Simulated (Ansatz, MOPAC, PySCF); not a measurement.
Pair of molecules: NH3 (SMILES N) (first 4 atoms) with N2 (SMILES N#N); geometry from B3LYP-D3(BJ)/def2-TZVP, rigid monomers moved along the line of their centres of mass till N1···N5 is 4.50 Å.
(charge 0, multiplicity 1):
```xyz
6

N     -0.15989     0.18570    -0.16590
H     -0.38509     0.33454    -1.14296
H      0.76479     0.56907    -0.00637
H     -0.09523    -0.81510    -0.01875
N      0.56315    -0.43434     4.23061
N     -0.14539     0.03269     4.91571
```

Interaction energies are E(AB) − E(A) − E(B) at the monomers' geometry in the complex; basis-set methods are counterpoise corrected. Rows marked so take none.

Frozen-core correlation. CBS: X⁻³ extrapolation of the correlation energy, Hartree–Fock from the larger set. Rows in 6-311+G**, 6-31G* carry no dispersion term and start afresh at each structure (6-31G* with six Cartesian d functions). MP2/6-31G* freezes PySCF's default core. The state that PM3, PM6, PM7 reach isn't checked; PM7 holds dispersion and hydrogen-bond terms.

Programs: Ansatz (a quantum-chemistry and plane-wave program); MOPAC for PM3, PM6, PM7 (differences of heats of formation); PySCF for 6-311+G** rows, 6-31G* rows, the dispersion terms. Values without a source in brackets are computed.

Other levels give for the interaction energy: PBE/def2-TZVPPD -0.8; B3LYP/def2-TZVPPD -0.3; B3LYP-D3(BJ)/def2-TZVPPD -0.8; wB97M-V/def2-TZVPPD -1.0; CCSD(T)/CBS(aug-cc-pVDZ, aug-cc-pVTZ) -1.0 kJ/mol.

What do these common cheap choices give for the same quantity: PM3, PM6, PM7, HF/6-31G* (no counterpoise), BP86/6-31G* (no counterpoise), B3LYP/6-31G* (no counterpoise), B3LYP/6-311+G** (no counterpoise), MP2/6-31G*?

PM3 -0.7; PM6 -1.3; PM7 -2.0; HF/6-31G* (no counterpoise) -0.6; BP86/6-31G* (no counterpoise) -0.4; B3LYP/6-31G* (no counterpoise) -0.6; B3LYP/6-311+G** (no counterpoise) -0.6; MP2/6-31G* -0.9 kJ/mol. They span -2.0 to -0.4 kJ/mol.
